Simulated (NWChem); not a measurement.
System: GaIF2; SMILES [F][Ga]([I])[F]

Here is an NWChem input.

```
start job
memory heap 200 mb stack 900 mb global 1100 mb
geometry units angstroms noautoz
  Ga     0.000000     0.000000     1.108556
  F      0.000000    -1.466082     2.039826
  F      0.000000     1.466082     2.039826
  I      0.000000     0.000000    -1.329650
end
basis spherical
  * library def2-svp
end
ecp
  I library def2-ecp
end
dft
  xc xwpbe 1.00 cpbe96 1.0 hfexch 1.00
  cam 0.3 cam_alpha 0.0 cam_beta 1.0
  iterations 150
  vectors input atomic output neutral.movecs
end
task dft energy
charge 1
dft
  odft
  mult 2
  vectors input atomic output cation.movecs
end
task dft energy
```

Structure relaxed at the PBE0/def2-SVP level. def2 effective core potentials on I; no spin-orbit coupling.

Ions are spin-unrestricted doublets at the neutral geometry; other ion states weren't tried. Functional: LC-ωPBE (HJS hole) with def2-SVP; the question gives the range parameter ω in 1/bohr.

Q: Give the results of this calculation. (LC-wPBE (HJS exchange hole, range parameter 0.3 per bohr)/def2-SVP with def2 effective core potentials on I, vertical spin-unrestricted ions.) Quantities: vertical ionisation energy, ΔSCF (eV); −ε(HOMO) (eV).

A: 
```
Item                                   Result
-------------------------------------  ------
vertical ionisation energy, ΔSCF (eV)   10.90
−ε(HOMO) (eV)                           10.63
```
